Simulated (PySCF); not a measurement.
1-ethenylcyclopropan-1-amine (C5H9N), SMILES C=CC1(N)CC1.

The structure is a stationary point at PBE0-D3(BJ)/def2-SVP. The values are those of a single conformer.

All values below come from PySCF with TDA-LC-ωPBE/def2-SVPD.

Vertical excitations. Isolated molecule, no solvent.

Computed excitation energies, oscillator strengths and character:
```json
[
 {"state": "S1", "energy (eV)": "6.89", "λ (nm)": "180", "f": "0.034", "main pairs": "HOMO→LUMO 55 %, HOMO→LUMO+3 13 %"},
 {"state": "S2", "energy (eV)": "7.09", "λ (nm)": "175", "f": "0.343", "main pairs": "HOMO→LUMO+1 79 %"},
 {"state": "S3", "energy (eV)": "7.57", "λ (nm)": "164", "f": "0.029", "main pairs": "HOMO→LUMO+3 30 %, HOMO→LUMO+2 22 %, HOMO−1→LUMO 20 %, HOMO→LUMO 13 %"},
 {"state": "S4", "energy (eV)": "7.85", "λ (nm)": "158", "f": "0.001", "main pairs": "HOMO→LUMO+2 34 %, HOMO→LUMO+6 18 %, HOMO→LUMO+3 10 %, HOMO→LUMO+4 10 %"},
 {"state": "S5", "energy (eV)": "8.01", "λ (nm)": "155", "f": "0.328", "main pairs": "HOMO−1→LUMO+1 73 %"},
 {"state": "S6", "energy (eV)": "8.13", "λ (nm)": "153", "f": "0.029", "main pairs": "HOMO→LUMO+4 58 %, HOMO→LUMO+2 13 %"},
 {"state": "S7", "energy (eV)": "8.32", "λ (nm)": "149", "f": "0.021", "main pairs": "HOMO→LUMO+3 25 %, HOMO−1→LUMO 17 %, HOMO→LUMO+5 13 %, HOMO−1→LUMO+2 8 %"},
 {"state": "S8", "energy (eV)": "8.53", "λ (nm)": "145", "f": "0.038", "main pairs": "HOMO−3→LUMO+1 42 %, HOMO−2→LUMO+1 16 %, HOMO−4→LUMO+1 7 %"},
 {"state": "S9", "energy (eV)": "8.62", "λ (nm)": "144", "f": "0.013", "main pairs": "HOMO→LUMO+6 23 %, HOMO→LUMO+5 12 %, HOMO−1→LUMO+3 11 %, HOMO−1→LUMO+2 10 %"},
 {"state": "S10", "energy (eV)": "8.77", "λ (nm)": "141", "f": "0.010", "main pairs": "HOMO−1→LUMO 27 %, HOMO→LUMO+5 24 %, HOMO−1→LUMO+2 12 %, HOMO−2→LUMO 10 %"},
 {"state": "T1", "energy (eV)": "4.14", "λ (nm)": "300", "f": "0", "main pairs": "HOMO→LUMO+1 44 %, HOMO−1→LUMO+1 30 %"},
 {"state": "T2", "energy (eV)": "6.59", "λ (nm)": "188", "f": "0", "main pairs": "HOMO→LUMO 49 %, HOMO→LUMO+3 14 %, HOMO−1→LUMO 10 %, HOMO−1→LUMO+3 9 %"},
 {"state": "T3", "energy (eV)": "6.98", "λ (nm)": "178", "f": "0", "main pairs": "HOMO−1→LUMO+1 38 %, HOMO→LUMO+1 34 %, HOMO→LUMO+4 6 %, HOMO−1→LUMO+4 6 %"},
 {"state": "T4", "energy (eV)": "7.38", "λ (nm)": "168", "f": "0", "main pairs": "HOMO→LUMO+2 25 %, HOMO→LUMO+3 22 %, HOMO−1→LUMO 17 %, HOMO→LUMO 15 %"}
]
```
Triplets are in the Tamm–Dancoff approximation.
